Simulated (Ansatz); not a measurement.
C2H5ClGeO (`O=C[CH](Cl)[GeH3]`) at its PBE0-D4/def2-TZVP geometry, where that method's forces vanish. The species carries charge 0 and has multiplicity 1.

```xyz
10

O    -1.4793   -1.7314    0.9820
C    -1.2815   -0.8495    0.1978
C    -0.4955    0.3932    0.4441
Cl   -0.1406    0.6823    2.1481
Ge    1.2254    0.3014   -0.5657
H    -1.6642   -0.9040   -0.8464
H    -1.0484    1.2487    0.0465
H     2.0523   -0.8376    0.0346
H     0.9189    0.0384   -2.0494
H     1.9127    1.6584   -0.3916
```

Problem. What forces (eV/Å) does r2SCAN-D4/def2-TZVPP give on these atoms in Ansatz? (Best estimate.)

Solution. Computed: 
```
O1  -0.068 -0.324  0.295
C2   0.048  0.205 -0.223
C3  -0.070  0.047 -0.186
Cl4  0.064  0.037  0.243
Ge5  0.095 -0.005 -0.073
H6  -0.007  0.025 -0.079
H7   0.012  0.014 -0.022
H8  -0.050  0.057 -0.021
H9   0.013  0.012  0.069
H10 -0.037 -0.068 -0.002
```
